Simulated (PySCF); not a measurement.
Ligands exchanged one at a time, Sn Cl-C2H5. All species are isolated molecules in the gas phase. One relaxed conformer stands for each flexible species; it need not be the lowest. Strings in code marks are SMILES.

The S1 excitation (TDA) from two functionals at the same geometries (PBE0-D3(BJ)/def2-SVP), both in PySCF: PBE-D3(BJ)/def2-TZVP and ωB97X-D3(BJ)/def2-TZVP. Excitations are Tamm–Dancoff values on a coarser integration grid. The basis has no diffuse functions, so Rydberg states are missing or too high.

```csv
species,PBE-D3(BJ)/def2-TZVP (eV)
0 of 4 Cl replaced by C2H5 (`[Cl][Sn]([Cl])([Cl])[Cl]`),4.10
1 of 4 Cl replaced by C2H5 (`C[CH2][Sn]([Cl])([Cl])[Cl]`),4.71
"2 of 4 Cl replaced by C2H5 (`C[CH2][Sn]([Cl])([Cl])[CH2]C` (C–C–Sn–Cl torsion 56°, Cl–Sn–C–C torsion -56°))",5.43
```

**Question.** What does ωB97X-D3(BJ)/def2-TZVP give for each?

**Answer.** 
- 0 of 4 Cl replaced by C2H5 (`[Cl][Sn]([Cl])([Cl])[Cl]`): 5.67
- 1 of 4 Cl replaced by C2H5 (`C[CH2][Sn]([Cl])([Cl])[Cl]`): 6.25
- 2 of 4 Cl replaced by C2H5 (`C[CH2][Sn]([Cl])([Cl])[CH2]C` (C–C–Sn–Cl torsion 56°, Cl–Sn–C–C torsion -56°)): 6.72
Over these rows, drawn at random from the members with no instability flagged (it was tested for open shells, ions and some series alone), PBE minus ωB97X-D3(BJ): mean -1.47 eV, from -1.57 eV to -1.29 eV.
